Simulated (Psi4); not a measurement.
AlCl, charge -1, doublet, geometry from GFN2-xTB (such geometries of metal compounds can be far from the true shape) (a state made from the parent by changing its charge; the spin is typed, not shown lowest) (a gas-phase anion, which may not be bound at this level); CCSD(T)/6-31G* in Psi4.

Input for Psi4:
```
memory 2 GB

molecule {
-1 2
Al   -0.00000000   -0.00000000   -1.40501930
Cl    0.00000000    0.00000000    1.07442652
}

set {
  basis 6-31g*
  reference uhf
}

energy('ccsd(t)')
print_variables()
```

Output, abridged:

```
   => Loading Basis Set <=

    Name: 6-31G*
    Role: ORBITAL
    Keyword: BASIS

         ---------------------------------------------------------
                                   SCF
               by Justin Turney, Rob Parrish, Andy Simmonett
                          and Daniel G. A. Smith
                              UHF Reference
         ---------------------------------------------------------

  ==> Geometry <==

    Molecular point group: c2v
    Full point group: C_inf_v

    Geometry (in Angstrom), charge = -1, multiplicity = 2:

       Center              X                  Y                   Z               Mass
    ------------   -----------------  -----------------  -----------------  -----------------
         AL           0.000000000000     0.000000000000    -1.399561389627    26.981538530000
         CL           0.000000000000     0.000000000000     1.079884430373    34.968852682000

  Running in c2v symmetry.

  Rotational constants: A = ************  B =      0.18005  C =      0.18005 [cm^-1]
  Rotational constants: A = ************  B =   5397.63998  C =   5397.63998 [MHz]
  Nuclear repulsion =   47.167057499191493

  Charge       = -1
  Multiplicity = 2
  Electrons    = 31
  Nalpha       = 16
  Nbeta        = 15

  ==> Algorithm <==

  SCF Algorithm Type is PK.
  DIIS enabled.
  MOM disabled.
  Fractional occupation disabled.
  Guess Type is SAD.
  Energy threshold   = 1.00e-08
  Density threshold  = 1.00e-08
  Integral threshold = 1.00e-12

  ==> Primary Basis <==

  Basis Set: 6-31G*
    Blend: 6-31G*
    Number of shells: 16
    Number of basis functions: 38
    Number of Cartesian functions: 38
    Spherical Harmonics?: false
    Max angular momentum: 2

  ==> Integral Setup <==

  Using in-core PK algorithm.
   Calculation information:
      Number of atoms:                   2
      Number of AO shells:              16
      Number of primitives:             54
      Number of atomic orbitals:        38
      Number of basis functions:        38

      Integral cutoff                 1.00e-12
      Number of threads:                 1

  Performing in-core PK
  Using 549822 doubles for integral storage.
  We computed 8859 shell quartets total.
  Whereas there are 9316 unique shell quartets.

  ==> DiskJK: Disk-Based J/K Matrices <==

    J tasked:                  Yes
    K tasked:                  Yes
    wK tasked:                  No
    Schwarz Cutoff:          1E-12

[...]
  @UHF Final Energy:  -701.43430956538498
    Total Energy =                       -701.4343095653848650
[...]
     15   8  18   1        -0.0386049892
     15   8   4  18         0.0368507609
      8   8   0   2        -0.0330269582
      8   8   2   2        -0.0328478005

    SCF energy       (wfn)                    = -701.434309565384979
    Reference energy (file100)                = -701.434309565384865

    Opposite-spin MP2 correlation energy      =   -0.139069287384400
    Same-spin MP2 correlation energy          =   -0.045822861506558
    Singles MP2 correlation energy            =   -0.000000000000000
    MP2 correlation energy                    =   -0.184892148890957
      * MP2 total energy                      = -701.619201714275846

    Opposite-spin CCSD correlation energy     =   -0.163913414260813
    Same-spin CCSD correlation energy         =   -0.044584090856151
    Singles CCSD correlation energy           =    0.000000000000000
    CCSD correlation energy                   =   -0.208497505116964
      * CCSD total energy                     = -701.642807070501817

            **************************
            *                        *
            *        CCTRIPLES       *
            *                        *
            **************************

    Wave function   =    CCSD_T
    Reference wfn   =      UHF

    Nuclear Rep. energy (wfn)                =   47.167057499191493
    SCF energy          (wfn)                = -701.434309565384979
    Reference energy    (file100)            = -701.434309565384865
    CCSD energy         (file100)            =   -0.208497505116964
    Total CCSD energy   (file100)            = -701.642807070501817

    Number of ijk index combinations:
    Spin Case AAA:                                 560
    Spin Case BBB:                                 455
    Spin Case AAB:                                1800
    Spin Case ABB:                                1680
    AAA (T) energy                             =   -0.000117564861845
    BBB (T) energy                             =   -0.000101747044748
    AAB (T) energy                             =   -0.002528114531062
    ABB (T) energy                             =   -0.002048910833631
    (T) energy                                   =   -0.004796337271286
      * CCSD(T) total energy                     = -701.647603407773090

  Variable Map:
  ----------------------------------------------------------------------------
[...]
  Array Variable Map:
  ----------------------------------------------------------------------------
[...]
[...]
```
